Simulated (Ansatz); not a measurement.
A made-up structure of BSiH3ClO (charge -1), closed shell:

B1  (-0.692, 0.921, 0.143)
Si2  (0.490, -0.699, 0.243)
O3  (0.440, 0.640, -0.757)
Cl4  (0.219, -2.470, -0.957)
H5  (0.958, 1.244, -1.311)
H6  (-0.565, 1.814, 0.964)
H7  (1.928, -0.917, 0.633)
(Å)

It is relaxed with PBE-D4/def2-SVPD and then PBE0-D4/def2-TZVPD (Ansatz 0.2.0). Atoms count as bonded within 1.22 times the sum of their covalent radii (H–H: 0.88 Å). The end point is not checked to be a true minimum.

(1) Does its bonding change? (Judge from chemistry; the calculation decides.)

Answers

(1) By the calculation: Yes. Formed: none; broken: Si2–O3.

Where it ends: The first stage lowers the energy by 3.66 eV in 19 steps. It ends as BSiH₃ClO ([OH][BH][SiH][Cl]), total charge -1:
```xyz
7
angstrom
B 0.2167 0.6087 -0.0702
Si 0.9810 -1.1456 0.5133
O 1.0206 1.6896 -0.4152
Cl -0.7570 -2.4775 0.1332
H 0.5016 2.4901 -0.5110
H -0.9727 0.8715 0.0391
H 1.7870 -1.5036 -0.7311
```

Labels in which every atom is bracketed show which atoms are joined, not bond orders.

For scale, one of the runs: PBE0-D4/def2-TZVPD relaxation, 193 basis functions, launched by `ansatz run in.yaml --threads 2 --pin off --events-out ev --progress --plain --max-ram 4352MiB`. The run took about 37 s on 2 CPU threads of an Intel Xeon Platinum 8223CL (shared host).
